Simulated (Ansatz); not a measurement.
Geometry optimisation, Ansatz, DFT PBE-D3(BJ), scalar-relativistic, plane waves, PAW.

The input (input.yaml):

```yaml
crystal:
  lattice:
    - [7.380323, 0.0, 0.0]
    - [0.0, 7.380323, 0.0]
    - [0.0, 0.0, 7.380323]
  atoms:
    - { symbol: C, position: [0.4230995, 0.5114684, 0.9041556] }
    - { symbol: O, position: [0.3474111, 0.356155, 0.9897217] }
    - { symbol: H, position: [0.3096349, 0.5999809, 0.8712117] }
    - { symbol: H, position: [0.4467923, 0.2756748, 1.0200586] }
    - { symbol: H, position: [0.5161532, 0.5852876, 0.9934553] }
    - { symbol: H, position: [0.4944205, 0.4773593, 0.778328] }
    - { symbol: C, position: [0.9673726, 0.1495226, 0.2782531] }
    - { symbol: O, position: [0.7784689, 0.1136049, 0.2923192] }
    - { symbol: H, position: [0.9840048, 0.2940323, 0.3034375] }
    - { symbol: H, position: [0.7611449, -0.0147916, 0.270223] }
    - { symbol: H, position: [1.046659, 0.0746043, 0.3791671] }
    - { symbol: H, position: [1.0206791, 0.118753, 0.1429966] }
    - { symbol: C, position: [0.8261468, 0.398468, 0.6952807] }
    - { symbol: O, position: [0.9746272, 0.4500835, 0.8069139] }
    - { symbol: H, position: [0.7280865, 0.5085269, 0.7033534] }
    - { symbol: H, position: [1.0634638, 0.3533848, 0.8013073] }
    - { symbol: H, position: [0.8658825, 0.3810006, 0.5531587] }
    - { symbol: H, position: [0.7608965, 0.2735743, 0.7424682] }
    - { symbol: C, position: [0.6197197, 0.936226, 0.6784508] }
    - { symbol: O, position: [0.6287376, 0.7901302, 0.8039388] }
    - { symbol: H, position: [0.4890693, 1.0014351, 0.700181] }
    - { symbol: H, position: [0.7444969, 0.730402, 0.7864353] }
    - { symbol: H, position: [0.7269126, 1.0366343, 0.7010459] }
    - { symbol: H, position: [0.6264541, 0.8898868, 0.5374188] }
    - { symbol: C, position: [0.0049297, 0.7544017, 0.1278991] }
    - { symbol: O, position: [0.0271497, 0.5764918, 0.1987997] }
    - { symbol: H, position: [-0.1405975, 0.7779456, 0.1200602] }
    - { symbol: H, position: [0.156258, 0.5532019, 0.2067149] }
    - { symbol: H, position: [0.0648251, 0.8580521, 0.2159436] }
    - { symbol: H, position: [0.0623959, 0.7683303, -0.0084325] }
    - { symbol: C, position: [0.4167488, 0.3374824, 0.3908579] }
    - { symbol: O, position: [0.4894393, 0.461283, 0.2621642] }
    - { symbol: H, position: [0.5033585, 0.2179982, 0.3868296] }
    - { symbol: H, position: [0.4137852, 0.5687412, 0.2639559] }
    - { symbol: H, position: [0.4183803, 0.3923116, 0.5289658] }
    - { symbol: H, position: [0.277961, 0.2963142, 0.3573049] }
basis:
  ecutwfc: 420.0
kpoints:
  mp_grid: { grid: [1, 1, 1] }
hamiltonian:
  xc: pbe
  dispersion: d3bj
scf:
  occupations: { method: fermi_dirac, width: 0.02 }
  lower_state_search: "off"
relax:
  f_tol: 0.3
  max_steps: 15
  adjacent_minimum: "off"
```

Command:

```bash
$ ansatz run input.yaml --threads 1 --pin off --max-ram 3072MiB --backend cpu --events-out ev --progress --plain --runs-dir out
```

Q: Where does it end, and by what steps?

A: It converged. The threshold is loose, so the end isn't yet a minimum. The force dipped under the threshold on the way, but the program's further checks kept it going. Limits of this set-up: coarse k mesh. After 11 steps the energy has fallen by 2.043 eV; H10 moved furthest, 1.67 Å.

| step | energy less start (eV) | largest force component (eV/Å) | accepted |
| --- | --- | --- | --- |
| 0 | 0.0000 | 1.323 | yes |
| 1 | -0.5048 | 0.497 | yes |
| 2 | -0.7713 | 0.685 | yes |
| 3 | -0.9553 | 1.631 | yes |
| 4 | -1.1581 | 1.454 | yes |
| 5 | -1.3782 | 0.886 | yes |
| 6 | -1.5449 | 0.533 | yes |
| 7 | -1.6697 | 0.432 | yes |
| 8 | -1.7683 | 0.225 | yes |
| 9 | -1.8624 | 0.156 | yes |
| 10 | -1.9545 | 0.095 | yes |
| 11 | -2.0427 | 0.098 | yes |

```xyz
36
Lattice="7.3803 0.0000 0.0000 0.0000 7.3803 0.0000 0.0000 0.0000 7.3803" Properties=species:S:1:pos:R:3
C 3.121 3.872 6.756
O 2.128 2.898 7.165
H 2.575 4.689 6.269
H 2.607 2.174 7.609
H 3.676 4.251 7.622
H 3.813 3.429 6.030
C 6.441 1.217 1.331
O 5.162 0.710 0.954
H 6.350 2.284 1.575
H 5.297 -0.065 0.355
H 6.846 0.700 2.224
H 7.183 1.114 0.516
C 6.372 3.054 4.845
O 7.087 4.000 5.660
H 5.657 3.619 4.232
H 7.759 3.502 6.164
H 7.054 2.513 4.167
H 5.820 2.333 5.468
C 4.872 6.718 5.137
O 5.335 6.139 6.362
H 4.014 7.359 5.386
H 5.989 5.432 6.157
H 5.645 7.346 4.660
H 4.538 5.950 4.419
C 0.336 5.412 1.446
O 0.855 4.158 1.900
H -0.644 5.584 1.912
H 1.230 3.681 1.120
H 1.013 6.238 1.716
H 0.201 5.419 0.356
C 3.107 2.351 3.319
O 3.399 3.653 2.830
H 3.983 1.711 3.152
H 2.524 4.067 2.636
H 2.862 2.362 4.397
H 2.253 1.893 2.789
```

Whether the end is a true minimum wasn't checked by a vibrational analysis.

The run took 34 s on 1 thread of Arm Neoverse V1, with other jobs on the host, peak memory 0.4 GiB.
